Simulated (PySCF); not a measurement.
C2F3, SMILES F[C]=C(F)F, multiplicity 2. Geometry optimised at PBE-D3(BJ)/def2-SVP. The isomer is the one that the SMILES or the coordinates give; other isomers of the formula were not compared.

Computed with PBE-D3(BJ)/def2-SVP run with PySCF 2.14.0.

Harmonic wavenumbers (cm⁻¹): 202, 213, 460, 473, 600, 903, 1233, 1287, 1814. Rotational constants (GHz): 11.06, 3.690, 2.767; symmetry number 1.

Q: Work out the zero-point energy and the ideal-gas rigid-rotor harmonic-oscillator thermochemistry at 298.15 K and 1 atm.

A: ZPE = ½ Σ hcν = ½ × 7186 cm⁻¹ = 10.27 kcal/mol. H − E(el) = 13.80 kcal/mol. Entropy in cal/(mol K): translation 39.09, rotation 25.46, vibration 6.28, spin 1.38, total 72.21. G − E(el) = -7.73 kcal/mol. Cp = 16.15 cal/(mol K).
